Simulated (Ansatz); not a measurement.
(MgO)2 ring (Mg2O2): single points at one geometry.

```yaml
crystal:
  periodic: [false, false, false]
  atoms:
    - {symbol: Mg, position_ang: [-0.600637, -0.655679, -0.800010]}
    - {symbol: O, position_ang: [1.231689, -0.365276, -0.625385]}
    - {symbol: Mg, position_ang: [0.600635, 0.655697, 0.800000]}
    - {symbol: O, position_ang: [-1.231687, 0.365257, 0.625405]}
basis:
  gaussian: {orbitals: def2-TZVP, initial_orbitals: start.molden}
hamiltonian: {xc: pbe, dispersion: d4}
scf: {omitted_lower_state_checks: [starts]}
output: {orbitals: {seedname: orbitals}}
```

The file start.molden holds the orbitals of an earlier run on this structure, at another level or in another basis.

```sh
$ ansatz run in.yaml --threads 4 --pin off --events-out ev --progress --plain --max-ram 3916MiB
```

It prints (some lines left out):

```
Functional definition: PBE
878 factors; their error is unknown
mean field evaluation 1: about -14974.8042 eV, gradient 9.1e0 eV
mean field evaluation 2: about -14974.9327 eV, gradient 2.1e-1 eV
mean field evaluation 4: about -14974.9266 eV, gradient 5.2e-2 eV
mean field -14974.92659922 eV, -550.3184021516 hartree, gradient 2.2e-5 eV, S^2 0.000000; 0 other end points of the search recorded, 0 dependent functions left out
reference -14974.92664550 eV, -550.3184038524 hartree; 20, 20 occupied and 106, 106 virtual orbitals, 878 factors
Total energy: -14975.00163910 eV, -550.3211598163 hartree
Checks for a lower state left out: starts
```

Hardware: 4 threads of Arm Neoverse V1 on a shared host. Wall time 1.1 s.

First input, but with `hamiltonian: {xc: r2scan, dispersion: d4}` (abridged; 2.3 s):

```
Functional definition: r2SCAN
mean field -14982.43059187 eV, -550.5941687951 hartree, gradient 2.1e-5 eV, S^2 0.000000
Total energy: -14982.44600400 eV, -550.5947351804 hartree
Checks for a lower state left out: starts
```

The first input with `hamiltonian: {xc: pbe}`, `correlation: {method: rpa}` and without the key `output` (abridged; 1.9 s):

```
Functional definition: PBE
mean field -14974.92659553 eV, -550.3184020161 hartree, gradient 9.3e-6 eV, S^2 0.000000
4 core orbitals not correlated: weight in the atoms' cores, before any rotation towards them, 1.000 or more for the frozen orbitals, at most 0.000 for the correlated occupied ones
Total energy: -14974.16801808 eV, -550.2905248087 hartree
Checks for a lower state left out: starts
```

First input, but with `correlation: {method: mp2}` and without the key `hamiltonian` (abridged; 0.85 s):

```
Functional definition: HF
mean field -14939.62783415 eV, -549.0211964615 hartree, gradient 6.4e-6 eV, S^2 0.000000
4 core orbitals not correlated: weight in the atoms' cores, before any rotation towards them, 1.000 or more for the frozen orbitals, at most 0.000 for the correlated occupied ones
second order -24.41596189 eV of doubles, -0.00000000 eV of singles
Total energy: -14964.04379604 eV, -549.9184665114 hartree
Checks for a lower state left out: starts
```

First input, but with `hamiltonian: {xc: {text: "exchange = 0.95*pbe_x + 0.05*exact_x\ncorrelation = pbe_c"}}` (abridged; 1.5 s):

```
Functional definition: unnamed
mean field -14974.99673987 eV, -550.3209797728 hartree, gradient 7.4e-6 eV, S^2 0.000000
Total energy: -14974.99678429 eV, -550.3209814051 hartree
Checks for a lower state left out: starts
```

The first input with `gaussian: {orbitals: 6-31G}`, `hamiltonian: {xc: {name: B3LYP}, dispersion: d4}` (abridged; 0.55 s):

```
Functional definition: B3LYP
mean field evaluation 16: about -14982.3729 eV, gradient 2.5e-5 eV
mean field -14982.37287570 eV, -550.5920477650 hartree, gradient 1.8e-5 eV, S^2 0.000000
Total energy: -14982.49738132 eV, -550.5966232619 hartree
Checks for a lower state left out: starts
```

First input, but with `hamiltonian: {xc: {text: "exchange = 0.50*pbe_x + 0.50*exact_x\ncorrelation = pbe_c"}}` (abridged; 1.4 s):

```
Functional definition: unnamed
mean field -14976.08846605 eV, -550.3610999702 hartree, gradient 2.8e-5 eV, S^2 0.000000
Total energy: -14976.08849223 eV, -550.3611009320 hartree
Checks for a lower state left out: starts
```

Geometry: r2SCAN-D4/def2-TZVP.

B3LYP takes the VWN-RPA correlation. Correlated methods freeze 4 core orbitals; core or outer-core shells of Mg are correlated, in sets that lack core-valence functions.
